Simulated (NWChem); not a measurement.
System: C₄H₇Cl; SMILES C(=C(\Cl)C)/C

Output (shortened):

```
             Northwest Computational Chemistry Package (NWChem) 7.3.0
             --------------------------------------------------------

                             Geometry "geometry" -> ""
                             -------------------------

 Output coordinates in angstroms (scale by  1.889725989 to convert to a.u.)

  No.       Tag          Charge          X              Y              Z
 ---- ---------------- ---------- -------------- -------------- --------------
    1 C                    6.0000     0.43688400    -2.40480100     0.00000000
    2 C                    6.0000     0.73336700    -0.93117200     0.00000000
    3 C                    6.0000    -0.16184300     0.06017800     0.00000000
    4 C                    6.0000    -1.65916800    -0.01066200     0.00000000
    5 Cl                  17.0000     0.43951700     1.73577500     0.00000000
    6 H                    1.0000     0.88142000    -2.88668900     0.88093400
    7 H                    1.0000    -0.63271200    -2.62882800     0.00000000
    8 H                    1.0000     0.88142000    -2.88668900    -0.88093400
    9 H                    1.0000     1.78716300    -0.66122100     0.00000000
   10 H                    1.0000    -2.07085100     0.49265700     0.88274500
   11 H                    1.0000    -2.07085100     0.49265700    -0.88274500
   12 H                    1.0000    -2.00700900    -1.04682700     0.00000000

 Effective nuclear repulsion energy (a.u.)     210.2585452357

                              NWChem Property Module
                              ----------------------

  itol2e modified to match energy
  convergence criterion.

                                 NWChem DFT Module
                                 -----------------

 Summary of "ao basis" -> "ao basis" (spherical)
 ------------------------------------------------------------------------------
       Tag                 Description            Shells   Functions and Types
 ---------------- ------------------------------  ------  ---------------------
 C                          pcsseg-1                 7       17   3s3p1d
 Cl                         pcsseg-1                10       24   4s5p1d
 H                          pcsseg-1                 3        5   2s1p

  itol2e modified to match energy
  convergence criterion.

            General Information
            -------------------
          SCF calculation type: DFT
          Wavefunction type:  closed shell.
          No. of atoms     :    12
          No. of electrons :    48
           Alpha electrons :    24
            Beta electrons :    24
          Charge           :     0
          Spin multiplicity:     1
          Use of symmetry is: off; symmetry adaption is: off
          Maximum number of iterations: 150
          AO basis - number of functions:   127
                     number of shells:    59
          Convergence on energy requested:  1.00D-07
          Convergence on density requested:  1.00D-05
          Convergence on gradient requested:  5.00D-04

              XC Information
              --------------
                        Slater Exchange Functional  1.000 local
                      VWN V Correlation Functional  1.000 local

             Grid Information
             ----------------
          Grid used for XC integration:  fine
          Radial quadrature: Mura-Knowles
          Angular quadrature: Lebedev.
          Tag              B.-S. Rad. Rad. Pts. Rad. Cut. Ang. Pts.
          ---              ---------- --------- --------- ---------
          C                   0.70       70          11.0       590
          Cl                  1.00      123          12.0       770
          H                   0.35       60          12.0       590
          Grid pruning is: on
          Number of quadrature shells:   823
          Spatial weights used:  Erf1

      Superposition of Atomic Density Guess
      -------------------------------------

 Sum of atomic energies:        -613.54644763

[...]

          -----------------------------------------
          Chemical Shielding Tensors (GIAO, in ppm)
          -----------------------------------------

                                NWChem CPHF Module
                                ------------------

  scftype          =     RHF
  nclosed          =       24
  nopen            =        0
  variables        =     2472
  # of vectors     =        3
  tolerance        = 0.10D-03
  level shift      = 0.00D+00
  max iterations   =       50
  max subspace     =       30

 SCF residual:    1.3575346760955138E-004

Iterative solution of linear equations
  No. of variables     2472
  No. of equations        3
  Maximum subspace       30
        Iterations       50
       Convergence  1.0D-04

   iter   nsub   residual    time
   ----  ------  --------  ---------
     1      3    9.10D-05     100.5

      Atom:    1  C
        Diamagnetic
    244.9190      2.4809      0.0000
      2.4809    260.8361      0.0000
      0.0000      0.0000    243.6828

        Paramagnetic
    -95.6727      6.4686     -0.0000
      6.4686    -81.7251      0.0000
     -0.0000      0.0000    -79.7174

        Total Shielding Tensor
    149.2462      8.9495     -0.0000
      8.9495    179.1110      0.0000
     -0.0000      0.0000    163.9654

           isotropic =     164.1076
          anisotropy =      26.2199

          Principal Components and Axis System
                 1           2           3
              181.5875    163.9654    146.7697

      1         0.2667     -0.0000      0.9638
      2         0.9638     -0.0000     -0.2667
      3         0.0000      1.0000      0.0000

      Atom:    2  C
        Diamagnetic
    253.1740     -5.6421      0.0000
     -5.6421    275.3199      0.0000
      0.0000      0.0000    236.1537

        Paramagnetic
   -254.8236    -49.4016     -0.0000
    -49.4016   -260.7295     -0.0000
     -0.0000     -0.0000   -102.1720

        Total Shielding Tensor
     -1.6497    -55.0438     -0.0000
    -55.0438     14.5904      0.0000
     -0.0000      0.0000    133.9817

           isotropic =      48.9741
          anisotropy =     127.5113

          Principal Components and Axis System
                 1           2           3
              133.9817     62.1098    -49.1691

      1        -0.0000     -0.6535      0.7569
      2         0.0000      0.7569      0.6535
      3         1.0000     -0.0000      0.0000

      Atom:    3  C
        Diamagnetic
    263.7301      2.2691     -0.0000
      2.2691    274.4978      0.0000
     -0.0000      0.0000    242.7021

        Paramagnetic
   -249.5666    -67.5504      0.0000
    -67.5504   -280.9879     -0.0000
      0.0000     -0.0000   -158.0301

        Total Shielding Tensor
     14.1635    -65.2812      0.0000
    -65.2812     -6.4901     -0.0000
      0.0000     -0.0000     84.6720

           isotropic =      30.7818
          anisotropy =      80.8353

          Principal Components and Axis System
                 1           2           3
               84.6720     69.9297    -62.2563

      1         0.0000      0.7603      0.6495
      2        -0.0000     -0.6495      0.7603
      3         1.0000     -0.0000      0.0000

      Atom:    4  C
        Diamagnetic
    262.0873      2.7113     -0.0000
      2.7113    243.7346      0.0000
     -0.0000      0.0000    241.5689

        Paramagnetic
    -81.6518      8.0559      0.0000
      8.0559    -98.6236     -0.0000
      0.0000     -0.0000    -87.6229

        Total Shielding Tensor
    180.4354     10.7672      0.0000
     10.7672    145.1110     -0.0000
      0.0000     -0.0000    153.9460

           isotropic =     159.8308
          anisotropy =      35.4417

          Principal Components and Axis System
                 1           2           3
              183.4586    153.9460    142.0878

      1         0.9628     -0.0000     -0.2703
      2         0.2703     -0.0000      0.9628
      3         0.0000      1.0000      0.0000

      Atom:    5  Cl
        Diamagnetic
   1143.6651      4.4006      0.0000
      4.4006   1154.7752      0.0000
      0.0000      0.0000   1142.2163

        Paramagnetic
   -656.6354    213.3289     -0.0000
    213.3289   -264.9122      0.0000
     -0.0000      0.0000   -729.6713

        Total Shielding Tensor
    487.0298    217.7295     -0.0000
    217.7295    889.8630      0.0000
     -0.0000      0.0000    412.5450

           isotropic =     596.4792
          anisotropy =     582.8589

          Principal Components and Axis System
                 1           2           3
              985.0518    412.5450    391.8409

      1         0.4006     -0.0000      0.9163
      2         0.9163      0.0000     -0.4006
      3         0.0000      1.0000      0.0000

      Atom:    6  H
        Diamagnetic
     23.4635     -3.1669      4.4111
     -3.1669     31.5990     -7.2076
      4.4111     -7.2076     30.6473

        Paramagnetic
      2.9876      1.2753     -1.6629
      1.2753     -0.8009      3.1257
     -1.6629      3.1257     -0.4170

        Total Shielding Tensor
     26.4511     -1.8916      2.7482
     -1.8916     30.7980     -4.0819
      2.7482     -4.0819     30.2303

           isotropic =      29.1598
          anisotropy =       9.8908

          Principal Components and Axis System
                 1           2           3
               35.7537     26.7385     24.9873

      1        -0.3322      0.3969      0.8556
      2         0.6720      0.7362     -0.0806
      3        -0.6619      0.5482     -0.5112

      Atom:    7  H
        Diamagnetic
     35.6499      4.7050      0.0000
      4.7050     30.5470      0.0000
      0.0000      0.0000     20.8836

        Paramagnetic
     -3.7829     -3.5026     -0.0000
     -3.5026      0.3213     -0.0000
     -0.0000     -0.0000      4.1459

        Total Shielding Tensor
     31.8670      1.2024     -0.0000
      1.2024     30.8683     -0.0000
     -0.0000     -0.0000     25.0295

[...]
```

Level: LDA (Slater exchange, VWN5)/pcSseg-1, GIAO. The geometry was optimised at B3LYP/6-31G* (spherical d). The output numbers the shielded atoms by their place in the input's list. The printed shielding anisotropy is the first printed principal value minus the mean of the other two.

Problem. Reconstruct the input file.

Solution. Several could match; the one computed here: the input that was run:
```
start job
memory heap 200 mb stack 900 mb global 1100 mb
geometry units angstroms noautosym nocenter noautoz
  C      0.436884    -2.404801     0.000000
  C      0.733367    -0.931172     0.000000
  C     -0.161843     0.060178     0.000000
  C     -1.659168    -0.010662     0.000000
  Cl     0.439517     1.735775     0.000000
  H      0.881420    -2.886689     0.880934
  H     -0.632712    -2.628828     0.000000
  H      0.881420    -2.886689    -0.880934
  H      1.787163    -0.661221     0.000000
  H     -2.070851     0.492657     0.882745
  H     -2.070851     0.492657    -0.882745
  H     -2.007009    -1.046827     0.000000
end
basis spherical
  * library pcsseg-1
end
dft
  xc slater vwn_5
  iterations 150
end
property
  shielding 10 1 2 3 4 5 6 7 9 10 12
end
task dft property
```
